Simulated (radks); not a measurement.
The sulfur anion S-, [Ne] 3s2 3p5, held by a Watson sphere: a shell of charge +1 at radius R that stands for the Madelung well of a crystal (potential energy -1/R inside, -1/r outside, in hartree with lengths in bohr). Method: scalar-relativistic Kohn-Sham, LDA (Slater exchange, VWN5 correlation), spin-unpolarised, spherical densities, point nucleus; computed with a radial shooting solver on a logarithmic mesh with Libxc functionals. Response by self-consistent Sternheimer equations with the Hartree and adiabatic LDA kernel, the relativistic mass of each level held fixed and spin-orbit coupling left out. The sphere does not respond.

| R (bohr) | e(2p) (eV) | e(3s) (eV) | e(3p) (eV) | <r> 3p (bohr) | sum of <r^2> (bohr^2) | X-ray form factor at sin(theta)/lambda = 0.3 1/angstrom | alpha (bohr^3) |
|---|---|---|---|---|---|---|---|
| 2.26 | -154.81 | -17.454 | -7.536 | 2.109 | 35.67 | 9.019 | 24.76 |
| 2.5 | -154.69 | -17.058 | -7.234 | 2.143 | 36.70 | 9.012 | 26.90 |
| 2.64 | -154.61 | -16.837 | -7.053 | 2.161 | 37.27 | 9.010 | 28.22 |
| 3.76 | -153.75 | -15.331 | -5.674 | 2.268 | 40.83 | 9.019 | 39.95 |
| 3.92 | -153.61 | -15.152 | -5.498 | 2.278 | 41.21 | 9.021 | 41.68 |
| 4.47 | -153.15 | -14.593 | -4.942 | 2.307 | 42.33 | 9.024 | 47.50 |
